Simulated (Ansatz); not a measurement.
Reaction (isomerisation): `FC[SiH2]CS` → `FCSC[SiH3]`

Computed with Ansatz on PBE0-D4/def2-TZVP structures; ΔE is electronic, products minus reactants. CCSD(T)/CBS adds triple-zeta CCSD(T) − MP2 to the extrapolated MP2 energy (def2 sets, frozen cores). Functionals use def2-TZVPP. B3LYP here is the variant with VWN-RPA as its local correlation; programs differ in this. Each species was taken in one conformer, which may not be the lowest.

`FC[SiH2]CS`:

Z-matrix (Å, degrees):
```
C
Si 1 1.891
F 1 1.395 2 109.2
H 1 1.094 2 111.1 3 119.1
H 1 1.095 2 111.9 3 -119.7
C 2 1.876 1 109.3 3 -60.5
H 2 1.489 1 109.4 3 60.9
H 2 1.490 1 108.6 3 -179.9
S 6 1.814 2 111.4 1 -64.6
H 6 1.091 2 113.1 1 169.8
H 6 1.094 2 108.5 1 50.8
H 9 1.343 6 97.2 2 -54.6
```

`FCSC[SiH3]`:

```xyz
12

F     1.203   -0.093    2.416
C     0.667    0.883    1.599
S     1.353    0.858   -0.041
C     0.588   -0.653   -0.688
Si   -1.188   -0.362   -1.235
H    -0.414    0.735    1.575
H     0.906    1.862    2.022
H     1.192   -0.944   -1.551
H     0.692   -1.451    0.049
H    -1.986    0.198   -0.112
H    -1.195    0.604   -2.361
H    -1.819   -1.637   -1.672
```

| level | ΔE (kJ/mol) | difference from CCSD(T)/CBS |
| --- | --- | --- |
| PBE-D4 | 10.9 | -3.9 |
| r2SCAN-D4 | 12.4 | -2.4 |
| PBE0-D4 | 13.4 | -1.4 |
| B3LYP-D4 | 14.7 | -0.1 |
| ωB97X-V | 14.2 | -0.6 |
| ωB97M-V | 16.1 | 1.3 |
| B2PLYP | 14.4 | -0.4 |
| PBE | 11.1 | -3.7 |
| r2SCAN | 12.3 | -2.5 |
| PBE0 | 13.4 | -1.4 |
| B3LYP | 15.1 | 0.3 |
| HF/def2-TZVPP | 18.0 | 3.2 |
| MP2/def2-TZVPP | 13.4 | -1.4 |
| SCS-MP2/def2-TZVPP | 14.2 | -0.6 |
| CCSD/def2-TZVPP | 17.6 | 2.8 |
| CCSD(T)/def2-TZVPP | 15.5 | 0.7 |
| HF/def2-QZVPP | 17.8 | 3.0 |
| MP2/def2-QZVPP | 12.9 | -1.9 |
| SCS-MP2/def2-QZVPP | 13.9 | -0.9 |
| HF/CBS(def2) | 17.8 | 3.0 |
| MP2/CBS(def2) | 12.7 | -2.1 |
| CCSD/CBS(def2) | 16.9 | 2.1 |
| CCSD(T)/CBS | 14.8 | 0 |

Largest T1 diagnostic among the species: 0.012.
